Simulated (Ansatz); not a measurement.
Al4, relaxed as a singlet with RKS r2SCAN-D4/def2-TZVP in Ansatz, starting from the GFN1-xTB geometry. Force threshold 0.02 eV/Å.

The restricted singlet is unstable: a solution with broken spin symmetry lies lower. At r2SCAN-D4/def2-TZVP a triplet of charge 0 lies 0.37 eV below the restricted singlet, each at its own geometry. The structure comes from a short search, and lower isomers may exist.

Start:

Cartesian coordinates in Å:
```
Al -0.2331 -0.6478 -1.6188
Al 1.7186 -0.3976 -0.0702
Al 0.2344 0.6490 1.6176
Al -1.7200 0.3964 0.0713
```

```csv
step,energy (eV),largest force component (eV/Å),SCF passes
1,-26382.3158,0.678,36
2,-26382.4266,0.072,27
3,-26382.4289,0.058,29
4,-26382.4644,0.577,35
5,-26382.5178,0.810,30
6,-26382.6728,0.582,33
7,-26382.7661,0.126,35
8,-26382.7682,0.043,24
9,-26382.7695,0.042,24
10 (rejected),-26382.5183,1.483,28
11 (rejected),-26382.7636,0.199,27
12,-26382.7714,0.033,24
13 (rejected),-26382.7623,0.194,29
14,-26382.7723,0.017,23
```

Force components are those of the run's own axes.

End:

```xyz
4

Al   -0.1046   -0.5124   -1.2374
Al    2.0993   -0.4995   -0.1224
Al    0.1044    0.5112    1.2380
Al   -2.0990    0.5007    0.1218
```

Bonds formed: Al1–Al3 (atoms count from 1).

No frequencies were taken in this run, so the end may be a saddle point.

It took 26 s on 4 threads of Arm Neoverse V2 on a shared host.
